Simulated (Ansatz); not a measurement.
System: CHCl2, charge 1, singlet. CHCl2+ (parent SMILES Cl[CH]Cl, singlet).
B3LYP-D3(BJ)/def2-TZVP minimum from Ansatz (an electronic-structure program):
```xyz
4

Cl    -1.4337    -0.1780     0.0194
C     -0.0093     0.6051    -0.0265
Cl     1.4385    -0.1352    -0.0057
H     -0.0259     1.6932    -0.0740
```
Charge +1, spin multiplicity 1.

Total energies in cc-pV(T+d)Z, 18 correlated electrons, 11 frozen orbitals. Radicals and triplets start from unrestricted determinants; spin-orbit coupling is neglected. Correlated methods leave the cores frozen. No relativity. The spin of CHCl2+ (parent SMILES Cl[CH]Cl, singlet) was assumed, and the state is the lowest solution found for it.

```
method    program  energy (Eh)  minus CCSDT(Q) (mEh)
--------  -------  -----------  --------------------
HF         Ansatz   -957.15435                587.24
MP2        Ansatz   -957.67557                 66.02
CCSD       Ansatz   -957.71047                 31.13
CCSD(T)    Ansatz   -957.73874                  2.85
CCSDT(Q)   Ansatz   -957.74160                  0.00
```

Rough core times of Ansatz's runs on a shared machine: CCSD(T) under 20 s, CCSDT(Q) 8 min.
